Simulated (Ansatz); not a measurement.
## Ansatz (development build ahead of 0.2.0) run

```yaml
crystal:
  periodic: [false, false, false]
  atoms:
    - { symbol: C, position_ang: [0.0, 1.4, 0.0] }
    - { symbol: C, position_ang: [1.21244, 0.7, 0.0] }
    - { symbol: C, position_ang: [1.21244, -0.7, 0.0] }
    - { symbol: C, position_ang: [0.0, -1.4, 0.0] }
    - { symbol: C, position_ang: [-1.21244, -0.7, 0.0] }
    - { symbol: C, position_ang: [-1.21244, 0.7, 0.0] }
    - { symbol: C, position_ang: [2.42487, 1.4, 0.0] }
    - { symbol: C, position_ang: [3.63731, 0.7, 0.0] }
    - { symbol: C, position_ang: [3.63731, -0.7, 0.0] }
    - { symbol: C, position_ang: [2.42487, -1.4, 0.0] }
    - { symbol: H, position_ang: [0.0, 2.485, 0.0] }
    - { symbol: H, position_ang: [-2.15207, -1.2425, 0.0] }
    - { symbol: H, position_ang: [-2.15207, 1.2425, 0.0] }
    - { symbol: H, position_ang: [2.42487, 2.485, 0.0] }
    - { symbol: H, position_ang: [4.57694, -1.2425, 0.0] }
    - { symbol: H, position_ang: [2.42487, -2.485, 0.0] }
basis:
  gaussian: { orbitals: def2-SVP }
magnetization:
  initial_magnetization: 2
hamiltonian:
  xc: pbe0
```

The input is written out in the form of the current development build from the run's settings.

Output:

```
Converged                       : yes
Total energy                    : -383.77470 hartree
Spin squared of the determinant : 2.000
Stability test                  : minimum among restricted orbitals
```

Caution: another spin multiplicity may lie lower.
